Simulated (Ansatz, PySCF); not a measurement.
Species: SeF₂ (charge 0, singlet). 
Coordinates optimised at B3LYP-D3(BJ)/def2-TZVP (Ansatz, a program for electronic structure):
```
Se
F 1 1.7472
F 1 1.7472 2 96.84
```
Charge 0, spin multiplicity 1.

Property: vertical ionisation energy (to the doublet state of charge +1; each state is the SCF solution reached for its spin), in eV. Cores are frozen in the correlated levels unless marked. UHF or UKS for open shells. No spin-orbit coupling. Frozen are the shells of the preceding noble gas and the d and f shells that filled before the atom's block. No relativistic terms. Basis-set limits of correlation are two-point, X^-3; Hartree-Fock from the larger set. The bracket is a focal-point correction in the basis named.

```tsv
level	program	vertical ionisation energy (eV)	minus last row
HF/aug-cc-pVDZ	Ansatz	9.60	-0.59
wB97X-V/def2-TZVPD	Ansatz	10.12	-0.07
B2PLYP/def2-TZVPD	Ansatz	9.98	-0.21
MP2/aug-cc-pVTZ	Ansatz	10.00	-0.19
RI-MP2/CBS(aug-cc-pVTZ,aug-cc-pVQZ)	Ansatz	10.15	-0.04
SCS-MP2/aug-cc-pVTZ	Ansatz	10.05	-0.14
CCSD/aug-cc-pVDZ	Ansatz	9.93	-0.26
CCSD/aug-cc-pVTZ	Ansatz	10.09	-0.10
CCSD(T)/aug-cc-pVDZ	Ansatz	9.87	-0.32
RI-MP2/CBS(aug-cc-pVTZ,aug-cc-pVQZ)+[CCSD(T)-MP2]/aug-cc-pVTZ	Ansatz	10.19	0.00
```

For comparison, minus the highest occupied orbital energy (PySCF): 8.65 eV at M06-2X/def2-TZVPD, 10.53 eV at HF/def2-TZVPD, 6.03 eV at TPSS/def2-TZVPD.
